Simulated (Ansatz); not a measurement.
`C=[C](N)[SnH2][F]` and `C=C(N)CF` differ in one atom or group.

Ansatz, PBE0-D4/def2-TZVP geometries, multiplicity 1. Each molecule was computed in one conformer, which needn't be the lowest.

Elements past krypton have def2 core potentials.

| property | `C=[C](N)[SnH2][F]` |
| --- | --- |
| HOMO energy (PBE0/def2-TZVPP) / eV | -6.38 |
| LUMO energy (B3LYP/def2-TZVPP) / eV | -0.94 |
| HOMO energy (ωB97M-V/def2-TZVPP) / eV | -8.58 |
| LUMO energy (PBE0/def2-TZVPP) / eV | -0.68 |
| HOMO–LUMO gap (PBE0/def2-TZVPP) / eV | 5.69 |
| LUMO energy (PBE/def2-TZVPP) / eV | -1.46 |

(1) What does the change do to each property? (An estimate is asked.)

## Answers

(1) Computed: 
```tsv
property	`C=C(N)CF`	shift
HOMO energy (PBE0/def2-TZVPP) / eV	-6.29	0.09
LUMO energy (B3LYP/def2-TZVPP) / eV	0.19	1.13
HOMO energy (ωB97M-V/def2-TZVPP) / eV	-8.52	0.06
LUMO energy (PBE0/def2-TZVPP) / eV	0.45	1.13
HOMO–LUMO gap (PBE0/def2-TZVPP) / eV	6.74	1.05
LUMO energy (PBE/def2-TZVPP) / eV	-0.55	0.91
```

With PBE0 the HOMO rises by 0.09 eV and the LUMO rises by 1.13 eV, so the gap widens by about 1.04 eV. PBE moves the HOMO by 0.10 eV and ωB97M-V by 0.06 eV.

B3LYP here is the variant with VWN-RPA as its local correlation; programs differ in this.
